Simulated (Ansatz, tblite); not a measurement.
Removing an electron: Sn(vinyl)3(NMe2) (C₈H₁₅NSn). The state is a singlet with charge 0. Geometry: PBE-D4/def2-SVP. Ansatz, gas phase; energy differences of separate SCF runs; the oxidised species was run as a doublet alone.

```xyz
25

Sn   -0.169    0.128    0.050
C     0.188    1.145   -1.831
C     0.225    2.488   -1.918
H     0.344    0.541   -2.744
H     0.075    3.137   -1.036
H     0.407    3.013   -2.874
C    -2.124   -0.773    0.004
C    -3.058   -0.410   -0.895
H    -2.364   -1.545    0.758
H    -2.862    0.357   -1.666
H    -4.067   -0.861   -0.908
C     0.009    1.545    1.663
C    -1.069    1.980    2.342
H     1.008    1.941    1.928
H    -2.090    1.622    2.117
H    -0.987    2.717    3.162
N     1.150   -1.428    0.435
C     2.500   -1.109    0.849
C     1.074   -2.593   -0.421
H     2.950   -1.966    1.406
H     2.508   -0.239    1.539
H     3.204   -0.876    0.005
H     0.019   -2.817   -0.689
H     1.652   -2.505   -1.380
H     1.475   -3.493    0.104
```

In the def2 sets Sn takes a core potential; there is no spin–orbit coupling. The xTB rows come from tblite. Single mean-field runs in def2-TZVP are fitted with def2-universal-jkfit.

| level | −HOMO (eV) | vertical IE (eV) | −LUMO (eV) | HOMO–LUMO gap (eV) |
| --- | --- | --- | --- | --- |
| GFN1-xTB | 10.07 | 12.88 | 7.31 | 2.77 |
| PBE0-D4/def2-TZVP | 5.78 | 7.39 | 0.57 | 5.21 |
| CAM-B3LYP-D4/def2-TZVP | 7.14 | 7.53 | -0.55 | 7.69 |

(1) Estimate the rows for GFN2-xTB, PBE-D4/def2-TZVP.

## Answers

(1) 
```csv
level,−HOMO (eV),vertical IE (eV),−LUMO (eV),HOMO–LUMO gap (eV)
GFN2-xTB,9.13,11.95,6.31,2.81
PBE-D4/def2-TZVP,4.51,7.27,1.55,2.96
```

 Raw xTB energy differences between charge states are shifted by several eV; the methods need an empirical correction for them.
